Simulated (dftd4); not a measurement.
hexanethiol (C₆H₁₄S), singlet, geometry from GFN2-xTB; D4 for hf (dftd4).

The dftd4 input:
```
$ dftd4 mol.xyz --func hf --charge 0 --json dftd4.json --noedisp --property

# file mol.xyz
21

C     -4.27231411     0.31146578    -0.49971612
C     -2.87333417     0.82335084    -0.81956104
C     -1.79526299     0.00609202    -0.11170355
C     -0.39047006     0.51335646    -0.42756318
C      0.68205977    -0.30864411     0.28369885
C      2.07610922     0.20295892    -0.03621755
S      3.32341482    -0.81950689     0.84333532
H     -4.38037944    -0.72442039    -0.81380716
H     -5.02454415     0.90601275    -1.01276596
H     -4.46278088     0.36541094     0.56995850
H     -2.70863832     0.77961234    -1.89867809
H     -2.79103017     1.86931681    -0.51507351
H     -1.87781643    -1.03982318    -0.41606167
H     -1.96019477     0.04970257     0.96731599
H     -0.22370169     0.46937227    -1.50673448
H     -0.30612076     1.55943677    -0.12267275
H      0.60624953    -1.35514463    -0.02030705
H      0.52383376    -0.26512387     1.36369914
H      2.19990703     1.23440026     0.29484733
H      2.28322793     0.13240834    -1.10435871
H      4.38662521    -0.16053018     0.38764877
```

Problem. Predict the main parts of the log of this dftd4 run.

Solution. 
```
                    ____  _____ _____     ____  _  _
      -------------|  _ \|  ___|_   _|---|  _ \| || |------------
     |             | | | | |_    | | ___ | | | | || |_           |
     |             | |_| |  _|   | ||___|| |_| |__   _|          |
     |             |____/|_|     |_|     |____/   |_|            |
     |             ===================================           |
     |            E. Caldeweyher, S. Ehlert & S. Grimme          |
     |          Mulliken Center for Theoretical Chemistry        |
     |                    University of Bonn                     |
      -----------------------------------------------------------

Rational (Becke-Johnson) damping: hf-D4-ATM
---------------------
  s6         1.0000
  s8         1.6168
  s9         1.0000
  a1         0.4496
  a2         3.3574
 alp        16.0000
--------------------

Atomic data, radii in Ångström:
------------------------------------------------------
   Z          R(cov)      r4/r2   hardness         EN
------------------------------------------------------
   6 C        1.0000     1.6431     0.4220     2.5500
  16 S        1.3600     2.1385     0.3892     2.5800
   1 H        0.4267     1.0622     0.4726     2.2000
------------------------------------------------------

Atomic reference systems (in atomic units):
----------------------------------------------------------------------------
   Z        #      CN     q+Z       C6(AA)   #      CN     q+Z       C6(AA)
----------------------------------------------------------------------------
   6 C      1  0.0000  6.0000      49.3833   2  0.9189  5.8288      52.1688
            3  1.9079  5.8579      35.6972   4  2.8312  5.7775      35.8445
            5  3.7487  5.7435      28.6317   6  2.9183  5.8956      32.2504
            7  0.8556  6.2103      25.6194
  16 S      1  0.0000 16.0000     134.5983   2  0.9220 15.8373     145.7512
            3  1.8445 15.7622     148.5324
   1 H      1  0.0000  1.0000       7.6362   2  0.8942  1.0000       3.0374
----------------------------------------------------------------------------

Atomic properties (in atomic units):
----------------------------------------------------------------------------
     #    Z              CN          q      C6(AA)        C8(AA)   alpha(0)
----------------------------------------------------------------------------
     1    6 C        3.7522    -0.2504     28.6365      828.2171     7.7226
     2    6 C        3.8009    -0.1783     26.8277      775.9048     7.4645
     3    6 C        3.8034    -0.1719     26.6763      771.5252     7.4430
     4    6 C        3.8035    -0.1775     26.8073      775.3143     7.4612
     5    6 C        3.8411    -0.1604     26.3846      763.0876     7.3972
     6    6 C        3.7949    -0.1528     26.2490      759.1656     7.3845
     7   16 S        1.9300    -0.2413    148.6920     7284.5976    20.5595
     8    1 H        0.9248     0.0909      1.8703       22.6088     2.1386
     9    1 H        0.9248     0.0877      1.9011       22.9815     2.1562
    10    1 H        0.9248     0.0909      1.8703       22.6088     2.1386
    11    1 H        0.9242     0.0935      1.8452       22.3050     2.1243
    12    1 H        0.9242     0.0935      1.8452       22.3050     2.1243
    13    1 H        0.9242     0.0952      1.8294       22.1141     2.1151
    14    1 H        0.9242     0.0952      1.8294       22.1141     2.1151
    15    1 H        0.9242     0.0936      1.8441       22.2925     2.1237
    16    1 H        0.9242     0.0936      1.8441       22.2925     2.1237
    17    1 H        0.9242     0.1023      1.7639       21.3226     2.0769
    18    1 H        0.9242     0.1023      1.7639       21.3226     2.0769
    19    1 H        0.9246     0.0951      1.8303       22.1257     2.1157
    20    1 H        0.9246     0.0951      1.8303       22.1257     2.1157
    21    1 H        0.9228     0.1036      1.7531       21.1925     2.0707
----------------------------------------------------------------------------

Molecular properties (in atomic units):
----------------------------------------
 molecular C6                3861.8031
 molecular C8              101073.2701
----------------------------------------

Dispersion energy:      -5.8686329748577E-02 Eh

[Info] JSON dump of results written to 'dftd4.json'
```
